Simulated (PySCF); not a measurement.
Si(Cl)(F)2(SiH3) (ClF₂H₃Si₂), SMILES F[Si](F)([SiH3])Cl. Heavy atoms are numbered as in [F:1][Si:2]([F:3])([SiH3:4])[Cl:5]. Hydrogens are named by the atom that carries them.

Coordinates come from a PBE-D3(BJ)/def2-SVP optimisation.

Method: HF/pcSseg-1 (PySCF).

GIAO shieldings, no solvent; atoms alike by connectivity are averaged. δ = σ(ref) − σ: ¹⁹F against CFCl3 (σ = 238.5 ppm); ²⁹Si against TMS (σ = 393.8 ppm); ³⁵Cl against HCl (σ = 958.2 ppm); ¹H against TMS (σ = 31.99 ppm), references at their B3LYP-D3(BJ)/def2-TZVP geometries, non-relativistic (without spin–orbit terms, shifts of atoms bonded to Cl or Br come out too high).

Computed chemical shifts:
```json
[
 {"nucleus": "¹⁹F", "atoms": "F1", "count": "2", "δ (ppm)": "-93.9"},
 {"nucleus": "²⁹Si", "atoms": "Si2", "count": "1", "δ (ppm)": "-12.1"},
 {"nucleus": "²⁹Si", "atoms": "Si4 (SiH3)", "count": "1", "δ (ppm)": "-92.9"},
 {"nucleus": "³⁵Cl", "atoms": "Cl5", "count": "1", "δ (ppm)": "64.6"},
 {"nucleus": "¹H", "atoms": "H on Si4", "count": "3", "δ (ppm)": "3.93"}
]
```
